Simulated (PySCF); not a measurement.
# Radial density of C⁺ (carbon, charge +1)

MN15, [He] 2s2 3d1, 2D determinant (an excited configuration). Calculation: PySCF 2.14, in dyall-av3z; the spin-free X2C one-electron Hamiltonian (Gaussian nucleus).

| r (bohr) | 4πr²ρ (e/bohr) | 4πr²(ρα − ρβ) |
| --- | --- | --- |
| 0.00362 | 0.02329 | 0.0000 |
| 0.00608 | 0.06307 | 0.0000 |
| 0.0102 | 0.1670 | -0.0001 |
| 0.0172 | 0.4266 | -0.0001 |
| 0.0289 | 1.024 | -0.0003 |
| 0.0487 | 2.223 | -0.0007 |
| 0.0819 | 4.111 | -0.0012 |
| 0.138 | 5.904 | -0.0014 |
| 0.232 | 5.683 | -0.0006 |
| 0.390 | 2.707 | 0.0002 |
| 0.655 | 1.081 | -0.0041 |
| 1.10 | 1.637 | 0.0214 |
| 1.85 | 0.8747 | 0.1333 |
| 3.12 | 0.3455 | 0.2953 |
| 5.25 | 0.1447 | 0.1446 |
| 8.82 | 0.0002502 | 0.0002 |

Densities and radii are taken from the X2C orbitals without a picture-change correction, which distorts them close to the nucleus.

The outer electron is Rydberg-like, and this basis confines it to a smaller radius and binds it less than a complete one would.

**Question.** Where is the radial spin density 4πr²(ρα − ρβ) most negative, and why is it negative at all?

**Answer.** Around r = 0.655 bohr, down to -0.0041 e/bohr: exchange with the open shell polarises the paired shells in an unrestricted calculation.
